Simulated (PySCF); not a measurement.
Job file and geometry (Å, from GFN2-xTB) of an NMR shielding run on `N#CC[C@@H]([SiH3])C(=C=O)C=O`, C₆H₇NO₂Si, PySCF, GIAO PBE0/pcSseg-1 NMR shielding, non-relativistic, gas phase; density fitting, a coarse starting grid and PySCF grid level 2 are the driver's defaults:

```
$ OMP_NUM_THREADS=1 python probes_run.py task.json out

{"job": {"kind": "nmr", "xc": "PBE0", "basis": "pcSseg-1"}, "charge": 0, "multiplicity": 1}
N     -1.234800    -2.241519     1.295908
C     -1.251804    -1.557989     0.379873
C     -1.219385    -0.711916    -0.784273
C     -0.122791     0.355414    -0.649823
Si    -0.653012     1.701756     0.639493
C      1.189772    -0.296416    -0.252518
C      1.808539    -1.012066    -1.156643
O      2.294081    -1.595761    -2.028537
C      1.616562    -0.104178     1.098995
O      1.031437     0.643723     1.856713
H     -1.052539    -1.351594    -1.659456
H     -2.191937    -0.224867    -0.895520
H     -0.005173     0.833438    -1.625088
H     -1.370550     1.155303     1.778702
H      0.361237     2.738856     0.759854
H     -1.714927     2.333389    -0.193420
H      2.508294    -0.653543     1.425829
```

Question: What does the program print?

Answer: 
```
coarse grid: 15720 points
cycle   1  E = -726.5020088267  dE =  1.786e+00  |g| = 1.016e+00  |ddm| = 4.055e+00
cycle   2  E = -725.3412937175  dE =  1.161e+00  |g| = 2.562e+00  |ddm| = 3.920e+00
cycle   3  E = -726.6960010810  dE = -1.355e+00  |g| = 3.151e-01  |ddm| = 3.245e+00
cycle   4  E = -726.7076287266  dE = -1.163e-02  |g| = 2.352e-01  |ddm| = 4.962e-01
cycle   5  E = -726.7174372800  dE = -9.809e-03  |g| = 6.860e-02  |ddm| = 2.113e-01
cycle   6  E = -726.7184565010  dE = -1.019e-03  |g| = 1.731e-02  |ddm| = 6.868e-02
cycle   7  E = -726.7185270283  dE = -7.053e-05  |g| = 6.296e-03  |ddm| = 2.237e-02
cycle   8  E = -726.7185347535  dE = -7.725e-06  |g| = 2.349e-03  |ddm| = 6.561e-03
final grid: 150192 points
cycle   9  E = -726.7982341007  dE = -1.521e-06  |g| = 1.685e-02  |ddm| = 3.534e-02
cycle  10  E = -726.7980338940  dE =  2.002e-04  |g| = 3.670e-02  |ddm| = 4.245e-02
cycle  11  E = -726.7982862778  dE = -2.524e-04  |g| = 1.924e-03  |ddm| = 3.039e-02
cycle  12  E = -726.7982870225  dE = -7.447e-07  |g| = 5.869e-04  |ddm| = 1.817e-03
cycle  13  E = -726.7982870805  dE = -5.804e-08  |g| = 2.704e-04  |ddm| = 7.106e-04
cycle  14  E = -726.7982870958  dE = -1.526e-08  |g| = 5.539e-05  |ddm| = 2.536e-04
cycle  15  E = -726.7982870964  dE = -6.478e-10  |g| = 2.046e-05  |ddm| = 8.245e-05
converged SCF energy = -726.7982870964

GIAO shielding tensors (ppm)
atom      isotropic    diamagn.    paramagn.     s11        s22        s33       span
  0 N      -37.327     339.869    -377.196   -210.866   -204.401    303.285    514.152
  1 C       63.914     262.474    -198.560    -52.457    -45.911    290.109    342.566
  2 C      164.019     250.204     -86.185    149.782    164.019    178.256     28.475
  3 C      164.374     249.708     -85.334    153.074    165.369    174.680     21.606
  4 Si     425.555     877.811    -452.257    375.480    406.221    494.963    119.482
  5 C      135.543     267.049    -131.506    102.365    143.554    160.708     58.343
  6 C      -13.106     263.121    -276.227    -98.917    -54.748    114.347    213.264
  7 O      -66.466     401.968    -468.435   -215.804    -62.012     78.416    294.220
  8 C       -2.545     241.866    -244.411    -87.720    -28.817    108.902    196.622
  9 O     -235.632     404.044    -639.676   -749.245   -329.027    371.376   1120.622
 10 H       29.249      29.825      -0.575     24.609     27.448     35.691     11.082
 11 H       29.180      29.146       0.034     25.035     26.968     35.537     10.502
 12 H       29.628      32.740      -3.112     25.256     27.368     36.259     11.002
 13 H       26.736      29.218      -2.482     24.123     25.056     31.029      6.905
 14 H       27.151      28.823      -1.672     23.602     25.634     32.217      8.614
 15 H       27.764      29.234      -1.471     23.998     26.051     33.243      9.245
 16 H       22.033      27.575      -5.542     19.878     20.406     25.814      5.935
```

Question: Turn these shieldings into chemical shifts. Scale: NH3 for 15N (σref 267.73); 13C (σref 186.93), 29Si (σref 349.16), 1H (σref 31.72) against TMS; 17O (σref 336.08) against H2O (reference shieldings calculated alike).

Answer: Averaging equivalent atoms: N 0: 305.1; C 6: 200.0; C 8: 189.5; C 1: 123.0; C 5: 51.4; C 2: 22.9; C 3: 22.6; Si 4: -76.4; O 9: 571.7; O 7: 402.5; H 16: 9.68; H 13/14/15: 4.50; H 11: 2.54; H 10: 2.47; H 12: 2.09 ppm. Unscaled 17O shifts of doubly bonded oxygen tend to come out too high, by tens of ppm or more. Experimental scales use liquid or dissolved standards, which lie at an offset from isolated NH3 (liquid NH3: subtract about 20 ppm) and H2O (liquid H2O: subtract about 36 ppm). Unscaled 15N shifts of sp2 nitrogen come out 20 to 40 ppm too high even then.

Size and cost of the density-fitted run: 212 basis functions, 41 s wall time on 1 thread of an Arm Neoverse V2, shared host; peak memory 1 GiB.
